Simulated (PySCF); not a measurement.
Isomers of C4H8N2Si, mass 112.046 u with the commonest isotopes. Level of theory: CAM-B3LYP/def2-SVPD in PySCF (dipole) on a GFN2-xTB geometry, gas phase. One conformer each, none proved a minimum here; rigid rotors.

Question: Order these by radius of gyration √(Σ m r²/M), largest first.
A. `[CH:1]#[C:2][C@@H:3]1[CH2:4][NH:5][SiH2:6][NH:7]1` with C2–C3–C4–N5 -85°, C3–C4–N5–Si6 -28°, C4–N5–Si6–N7 9°, N5–Si6–N7–C3 14°
B. `n1cc(C)n(c1)[SiH3]`
C. `[CH3:1][SiH2:2]/[N:3]=[C:4](/[CH3:5])[C:6]#[N:7]` with C1–Si2–N3–C4 118°

Answer: C (2.125 Å), B (1.842 Å), A (1.809 Å).

Question: Order these by rotational constant B, largest first.
A. `CC1=CN=CN1[SiH3]`
B. `[CH:1]#[C:2][C@@H:3]1[CH2:4][NH:5][SiH2:6][NH:7]1` with C2–C3–C4–N5 -85°, C3–C4–N5–Si6 -28°, C4–N5–Si6–N7 9°, N5–Si6–N7–C3 14°
C. `[CH3:1][SiH2:2]/[N:3]=[C:4](/[CH3:5])[C:6]#[N:7]` with C1–Si2–N3–C4 118°

Answer: A (2092 MHz), B (1772 MHz), C (1301 MHz).

Question: Order these by dipole moment, smallest first.
A. `[CH:1]#[C:2][C@@H:3]1[CH2:4][NH:5][SiH2:6][NH:7]1` with C2–C3–C4–N5 -85°, C3–C4–N5–Si6 -28°, C4–N5–Si6–N7 9°, N5–Si6–N7–C3 14°
B. `[CH3:1][SiH2:2]/[N:3]=[C:4](/[CH3:5])[C:6]#[N:7]` with C1–Si2–N3–C4 118°
C. `Cc1cncn1[SiH3]`

Answer: A (0.53 D), B (2.54 D), C (3.87 D).

| SMILES | point group | Ia (u·Å²) | Ib (u·Å²) | Ic (u·Å²) | κ | μa (D) | μb (D) | μc (D) |
| --- | --- | --- | --- | --- | --- | --- | --- | --- |
| C#C[C@@H]1CN[SiH2]N1 | C1 | 130.17 | 285.14 | 318.39 | -0.84 | 0.12 | 0.47 | 0.20 |
| C[SiH2]/N=C(/C)C#N | C1 | 146.92 | 388.46 | 476.59 | -0.80 | 0.65 | 2.44 | 0.27 |
| Cc1cncn1[SiH3] | Cs | 143.22 | 241.53 | 375.72 | -0.32 | 3.48 | 1.68 | 0.00 |
